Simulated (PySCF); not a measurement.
# Magnetisability: `InChI=1S/C4H6F2O2/c5-4(6)3-1-7-2-8-3/h3-4H,1-2H2/t3-/m1/s1`

Geometry:
```
atom   x (Å)   y (Å)   z (Å)
  F1   2.713   0.231   0.119
  C2   1.648  -0.255  -0.558
  F3   1.518   0.541  -1.646
  C4   0.398  -0.263   0.348
  C5  -0.772   0.629  -0.137
  O6  -1.901  -0.203   0.004
  C7  -1.426  -1.490  -0.219
  O8  -0.161  -1.560   0.400
  H9   1.893  -1.271  -0.901
 H10   0.728   0.004   1.359
 H11  -0.920   1.516   0.477
 H12  -0.636   0.919  -1.185
 H13  -2.094  -2.217   0.246
 H14  -1.326  -1.697  -1.303
```

Theory: PySCF 2.14.0, GIAO KT3/pcSseg-1 magnetisability, rotational g tensor and spin-rotation constants, non-relativistic, gas phase. Geometry: GFN2-xTB, dihedral held. The dihedral F3–C2–C4–C5 is held at 0°.

Problem. How diamagnetic is it, and how anisotropic?

Solution. Isotropic -1012 × 10⁻³⁰ J/T², or -60.9 × 10⁻⁶ cm³/mol; principal values -1052, -1042, -941 × 10⁻³⁰ J/T², anisotropy 106 × 10⁻³⁰ J/T² (root of half the summed squared differences of the principal values). The susceptibility is in cgs units.

Problem. Split it along the inertial axes a, b, c into diamagnetic and paramagnetic parts about the centre of mass, with the quadrupole moment.

Solution. 
```
axis  χ (10⁻⁶ cm³/mol)  diamagnetic (10⁻⁶ cm³/mol)  paramagnetic (10⁻⁶ cm³/mol)  summed x² of all electrons (Å²)  quadrupole Θ (D Å)
   a             -62.2                      -359.3                        297.2                            178.0               -5.22
   b             -58.7                      -895.0                        836.3                             51.7               -0.91
   c             -61.9                      -974.7                        912.8                             33.0               +6.13
```
Anisotropies 2χaa − χbb − χcc = -3.8 and 2χbb − χaa − χcc = +6.8 × 10⁻⁶ cm³/mol. Θ is traceless in Buckingham's convention.

Problem. And the rotational g tensor?

Solution. 
```csv
axis,rotational constant (GHz),g,nuclear part,electronic part
a,4.2912,-0.0338,0.5653,-0.5991
b,1.3722,-0.0147,0.5244,-0.5391
c,1.2428,-0.0139,0.5191,-0.5329
```
Asymmetric top; isotopes 12C, 19F, 1H, 16O; no vibrational averaging.
